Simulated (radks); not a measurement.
Spherical quantum dot in the effective-mass picture: electrons in a hard-walled sphere of radius 2.56, with a point charge +1 (a donor) at the centre, all in effective atomic units (hartree* = m*/eps^2 hartree, bohr* = eps/m* bohr), one dielectric constant everywhere. Method: non-relativistic Kohn-Sham, LDA (Slater exchange, Perdew-Wang correlation), spin-polarised, spherical densities; computed with a radial shooting solver with Libxc functionals. Levels are named by radial order and angular momentum (1s, 1p, 1d, 2s, ...), and open shells are averaged over m. Results are scaled to m* = 0.054 and eps = 12.7, for which hartree* = 9.11 meV and bohr* = 12.45 nm. Each electron was tried in the lowest free levels, single moves between levels near the top were tried too, and the lowest total energy was kept; such a search can miss a lower state. At N = 1 the Hartree and exchange-correlation terms need not cancel, so that row can carry a self-interaction error.

N        open shells  2S   E (meV)  mu = E(N) - E(N-1) (meV)  addition energy mu(N+1) - mu(N) (meV)  e(HOMO) (meV)
1   1s(up 1, down 0)   1  -2.84769                   -2.8477                                  7.025      -0.078305
2               none   0   1.32996                    4.1776                                  13.76         6.8093
3   1p(up 1, down 0)   1   19.2693                    17.939                                  4.569         20.188
4   1p(up 2, down 0)   2   41.7780                    22.509                                  4.698         24.848
5   1p(up 3, down 0)   3   68.9852                    27.207                                  6.034         29.572
6   1p(up 3, down 1)   2   102.226                    33.241                                  4.471         35.451
7   1p(up 3, down 2)   1   139.938                    37.712                                  4.570         39.988
8               none   0   182.221                    42.283                                  12.66         44.583
9   1d(up 1, down 0)   1   237.159                    54.938                                  4.377         57.121
10  1d(up 2, down 0)   2   296.474                    59.315                                  4.402         61.513
11  1d(up 3, down 0)   3   360.191                    63.717                                  4.416         65.923
12  1d(up 4, down 0)   4   428.324                    68.133                                  4.424         70.344
13  1d(up 5, down 0)   5   500.882                    72.557                                  5.649         74.771
14  1d(up 5, down 1)   4   579.088                    78.206                                  4.310         80.357
15  1d(up 5, down 2)   3   661.605                    82.517                                  4.335         84.681
16  1d(up 5, down 3)   2   748.456                    86.851                                  4.349         89.024
17  1d(up 5, down 4)   1   839.657                    91.201                                  4.358         93.379
18              none   0   935.216                    95.559                                  9.489         97.740
19  2s(up 1, down 0)   1   1040.26                    105.05                                  7.048         107.96
20              none   0   1152.36                    112.10                                  6.263         115.04
21  1f(up 1, down 0)   1   1270.72                    118.36                                  4.249         120.48
22  1f(up 2, down 0)   2   1393.33                    122.61                                  4.254         124.73
23  1f(up 3, down 0)   3   1520.19                    126.86                                  4.258         128.99
24  1f(up 4, down 0)   4   1651.31                    131.12                                  4.260         133.40
25  1f(up 5, down 0)   5   1786.69                    135.38                                      -         137.98

All shells are closed at N = 2, 8, 18, 20 (there: 1s2 1p6 1d10 2s2); the second difference of the energy has clear peaks (12 % above both neighbours; the first and last values, which can be the largest, are not judged, and half-filled shells can peak too) at N = 2, 5, 8, 13, 18.
